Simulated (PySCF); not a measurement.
cyclopent-3-en-1-ol (C5H8O), SMILES C1C(O)CC=C1. Geometry optimised at PBE-D3(BJ)/def2-SVP. The values are those of a single conformer.

Problem. Give the equilibrium geometry at PBE-D3(BJ)/def2-SVP (PySCF confirms it by a frequency run) as a Z-matrix, and its point group. (Estimate from the structure and the level; the computed values follow.)

Solution. One answer among several that fit: point group Cs.
```
C
H 1 1.1084
O 1 1.4198 2 105.50
H 3 0.9775 1 105.92 2 -180.00
C 1 1.5524 2 112.55 3 121.63
H 5 1.1102 1 110.52 2 -87.83
H 5 1.1147 6 106.67 1 -121.51
C 5 1.5116 6 114.75 7 -122.82
C 8 1.3507 5 111.15 6 -137.76
H 8 1.1007 9 125.09 5 177.71
H 9 1.1007 8 125.09 10 0.00
C 9 1.5116 11 123.72 8 -177.43
H 12 1.1102 9 114.75 11 -44.50
H 12 1.1147 13 106.67 1 121.51
```
